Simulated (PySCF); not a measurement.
Harmonic spectrum computed at PBE0 in the def2-TZVP basis family (core potentials from Rb on, PySCF, no spin–orbit coupling):

```tsv
symmetry	ω (cm⁻¹)	IR (km/mol, summed over degenerate members)
π	730	0.2
σ+	1205	56.9
σ+	2833	20.5
```

Problem. Which molecule gave it? In each, all ligands are bound to the one heavy central atom.
A. HYS (singlet)
B. HFeS (sextet)
C. HAsS (singlet)
D. HBS (singlet)
E. HCoS (triplet)

Solution. D. It has C∞v symmetry with B–H 1.175 Å, B–S 1.598 Å.
